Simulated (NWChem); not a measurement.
System meant: CrO₄ (charge -2); SMILES [O]=[Cr-2](=[O])(=[O])=[O]

NWChem input:

```
start job
memory heap 200 mb stack 900 mb global 1100 mb
charge -2
geometry units angstroms noautosym nocenter noautoz
  Cr    -0.000002     0.000000     0.000006
  O     -0.858303     0.956747     1.033015
  O      0.862909     0.947351    -1.037830
  O     -1.037762    -0.951680    -0.858221
  O      1.033159    -0.952425     0.863054
end
basis spherical
  Cr library 6-31g*
  O library 6-31g*
end
dft
  xc m06-2x
  iterations 150
end
property
  shielding 2 1 2
end
task dft property
```

End of the output:

```
 Vector   32  Occ=0.000000D+00  E= 3.585030D-01
              MO Center= -5.4D-02,  4.6D-03, -7.9D-03, r^2= 1.3D+01
   Bfn.  Coefficient  Atom+Function         Bfn.  Coefficient  Atom+Function
  ----- ------------  ---------------      ----- ------------  ---------------
    16      1.377950  1 Cr py                12     -0.792955  1 Cr py
    17     -0.431059  1 Cr pz                13      0.248046  1 Cr pz
    21      0.185095  1 Cr d  1              15     -0.141993  1 Cr px
    84     -0.083355  5 O  py                11      0.081702  1 Cr px
    83      0.082076  5 O  px                57      0.075333  3 O  pz

 center of mass
 --------------
 x =  -0.00000091 y =  -0.00000183 z =   0.00000977

 moments of inertia (a.u.)
 ------------------
         414.183850538000           0.005154216758          -0.006193280179
           0.005154216758         414.184794586856           0.005582268774
          -0.006193280179           0.005582268774         414.186528225315

     Multipole analysis of the density
     ---------------------------------

     L   x y z        total         alpha         beta         nuclear
     -   - - -        -----         -----         ----         -------
     0   0 0 0     -2.000000    -29.000000    -29.000000     56.000000

     1   1 0 0     -0.000142     -0.000048     -0.000048     -0.000045
     1   0 1 0      0.000290      0.000198      0.000198     -0.000106
     1   0 0 1     -0.000304     -0.000424     -0.000424      0.000544

     2   2 0 0    -39.193006    -71.386413    -71.386413    103.579819
     2   1 1 0      0.000796      0.001687      0.001687     -0.002578
     2   1 0 1     -0.000809     -0.001953     -0.001953      0.003098
     2   0 2 0    -39.192660    -71.386003    -71.386003    103.579347
     2   0 1 1      0.000415      0.001604      0.001604     -0.002792
     2   0 0 2    -39.192642    -71.385561    -71.385561    103.578480

          -----------------------------------------
          Chemical Shielding Tensors (GIAO, in ppm)
          -----------------------------------------

 ------------------------------------------------------------------------
  xm06: d2 not coded                    0
 ------------------------------------------------------------------------
 ------------------------------------------------------------------------
  current input line :
    22: task dft property
 ------------------------------------------------------------------------
 ------------------------------------------------------------------------
 This error has not yet been assigned to a category
 ------------------------------------------------------------------------
 For more information see the NWChem manual at https://nwchemgit.github.io

0: xm06: d2 not coded:Received an Error in Communication
```

Problem. What is wrong, and how is it mended?

Solution. The program stopped with an error. Cause: this functional's second derivatives, which shieldings need, aren't coded here; the fix takes a hybrid GGA instead. This input runs:
```
start job
memory heap 200 mb stack 900 mb global 1100 mb
charge -2
geometry units angstroms noautosym nocenter noautoz
  Cr    -0.000002     0.000000     0.000006
  O     -0.858303     0.956747     1.033015
  O      0.862909     0.947351    -1.037830
  O     -1.037762    -0.951680    -0.858221
  O      1.033159    -0.952425     0.863054
end
basis spherical
  * library 6-31g*
end
dft
  xc pbe0
  iterations 150
end
property
  shielding 2 1 2
end
task dft property
```
It converges to -1344.70749 Ha (PBE0/6-31G* (spherical d), GIAO).
